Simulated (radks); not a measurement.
Values are calculated unless marked as measured or tabulated.
Q: Species: Ti+. Configuration: [Ar] 3d2 4p1 (not the ground configuration). Level of theory: non-relativistic Kohn-Sham, SCAN, spin-polarised, spherical densities, point nucleus; open shells are filled with parallel spins first; meta-GGA in the generalised Kohn-Sham scheme (a radial shooting solver on a logarithmic mesh with Libxc functionals). Some entries of the table are withheld. Estimate them.

orbital  occ.  eigenvalue (hartree)  <r^2> (bohr^2)
1s up       1             -178.7883        0.006614
1s down     1             -178.7878        0.006614
2s up       1             -20.10790          0.1262
2s down     1             -20.07767          0.1259
2p up       3                   (1)          0.1042
2p down     3                   (2)          0.1038
3s up       1              -2.70437           1.182
3s down     1              -2.61265           1.189
3p up       3              -1.81631           1.386
3p down     3              -1.72566           1.387
3d up       2              -0.48493           2.857
4p up       1              -0.28023             (3)

A: 
(1) 2p up eigenvalue (hartree): -16.80032
(2) 2p down eigenvalue (hartree): -16.77719
(3) 4p up <r^2> (bohr^2): 16.74
